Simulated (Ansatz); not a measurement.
Stepwise reaction of `CO[SiH2][SiH2]F` with water, as a gas-phase model of exchange steps in deposition or etching. ΔE in kJ/mol.

Computed with Ansatz on PBE0-D4/def2-TZVP structures; ΔE is electronic, products minus reactants. CCSD(T)/CBS adds triple-zeta CCSD(T) − MP2 to the extrapolated MP2 energy (def2 sets, frozen cores). This one scheme is used for every species. Functionals use def2-TZVPP. B3LYP here is the variant with VWN-RPA as its local correlation; programs differ in this. Each species was taken in one conformer, which may not be the lowest.

```json
{"step": "1", "reaction": "`CO[SiH2][SiH2]F` + H₂O → `CO[SiH2][SiH](O)F` + H₂", "PBE-D4": "-83.9", "B3LYP-D4": "-90.9", "ωB97M-V": "-91.4", "CCSD(T)/CBS": "-88.9"}
{"step": "2", "reaction": "`CO[SiH2][SiH](O)F` + H₂O → `CO[SiH2][Si](O)(O)F` + H₂", "PBE-D4": "-99.5", "B3LYP-D4": "-105.7", "ωB97M-V": "-106.3", "CCSD(T)/CBS": "-102.4"}
```

(1) By hand: ΔE of the 2 steps together at CCSD(T)/CBS.

Results:

(1) (-88.9) + (-102.4) = -191.3 kJ/mol, or -95.7 kJ/mol a step.

In ΔE each step is lower than the one before. All are downhill at CCSD(T)/CBS. PBE-D4 differs from CCSD(T)/CBS by 2.9 to 5.0 kJ/mol a step. Only this route is followed, and other bonds may react first. Isolated molecules leave out the surface, adducts and barriers. Largest T1 diagnostic: 0.012.
